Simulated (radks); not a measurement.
Values are calculated unless marked as measured or tabulated.
Effect of the nuclear size on the magnesium ion Mg3+, [He] 2s2 2p5. Level of theory: Dirac Kohn-Sham, relativistic LDA (MacDonald-Vosko exchange, VWN5 correlation), spin-unpolarised, spherical densities, finite nucleus; open shells fill j = l - 1/2 first; Fermi nuclear charge, rms radius 3.057 fm (a radial shooting solver on a logarithmic mesh with Libxc functionals). The rms radius is varied about that value; shifts are against it.

rms radius (fm),total energy shift (eV),density at nucleus (e/bohr^3),1s1/2 shift (meV)
2.684,-0.000600,1150,-0.248
2.7788,-0.000455,1150,-0.188
3.057,0,1149,0.000
3.2221,0.000290,1148,0.120
3.6898,0.00119,1147,0.494

Slopes of the eigenvalues against <r^2> in GHz/fm^2, as finite differences over the two radii next to the reference (eigenvalue slopes, not the field-shift constants of lines): 1s1/2 28.0.
